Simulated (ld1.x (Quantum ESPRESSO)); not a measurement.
## What one change does to a pseudopotential (S, PAW)

S (Z = 16), PAW, made with ld1.x (Quantum ESPRESSO) 7.5 (PBE, non-relativistic). Core [Ne], reference 3s2 3p4. Waves: 3s (bound): rcut 1.45, rcutus 1.55 bohr; 3s channel at -0.85 Ry: rcut 1.45, rcutus 1.55 bohr; 3p (bound): rcut 1.05, rcutus 1.25 bohr; 3p channel at 1.45 Ry: rcut 1.05, rcutus 1.25 bohr. Local part: all-electron potential smoothed inside 1.15 bohr (lloc = -1). Core correction: a·sin(br)/r model core, default radius (ld1.x builds one for every PAW set, though the input has nlcc=.false.). Augmentation charge: PSQ, inside the norm-conserving radii.

All-electron outer shells of the reference configuration (PBE, non-relativistic, ld1.x):

```
shell  level (eV)  outermost node (bohr)  outermost maximum (bohr)
   2p     -156.49                      –                      0.33
   3s      -17.14                   0.60                      1.42
   3p       -7.02                   0.58                      1.61
```

Change: waves 3s (bound): rcut 1.45, rcutus 1.98 bohr; 3s channel at -0.85 Ry: rcut 1.45, rcutus 1.98 bohr.

Cutoffs: the cutoffs (Ry, on a coarse ladder) from which the occupation-weighted sum of valence levels, in a spherical-Bessel basis at the reference potential, stays within 10 and 1 mRy of its value at 400 Ry; they do not see the model core or the augmentation charge, which bear on the density cutoff. Errors are all-electron minus pseudo energies relative to the spin-unpolarised reference configuration.

**Question.** What does the change do?

**Answer.** The potential gets neither clearly harder nor softer (21 Ry and 35 Ry → 21 Ry and 35 Ry); the p channel sets the loose cutoff, while the largest relative change is in s, which becomes harder; the number of tests with a reliable result goes from 7 to 4 (the test run of the changed file stopped, so its transferability is not established); of the 4 tests that both files solve, the error grows in 1 and shrinks in 2 by more than 15 % and 0.3 meV (median size 1.0 → 1.0 meV); neither file shows a bound ghost.

| quantity | base | changed |
| --- | --- | --- |
| cutoff, loose | 21 Ry | 21 Ry |
| cutoff, tight | 35 Ry | 35 Ry |
| loose cutoff by channel (10 mRy a level) | s 6 Ry, p 10 Ry | s 8 Ry, p 10 Ry |
| bound ghosts | none | none |
| tests with a reliable result | 7 of 7 | 4 of 7 (the test run stopped) |
| error for 3s2 3p3, meV [ΔE 11.78 eV] | +0.6 | -0.1 |
| error for 3s2 3p2, meV [ΔE 34.08 eV] | -1.4 | -2.0 |
| error for 3s2 3p1, meV [ΔE 68.13 eV] | -16 | -11 |
| error for 3s2 3p4.3, meV [ΔE -1.71 eV] | -0.2 | 0.0 |
| lowest overlap eigenvalue by channel | s 0.42, p 0.75 | s 0.36, p 0.75 |
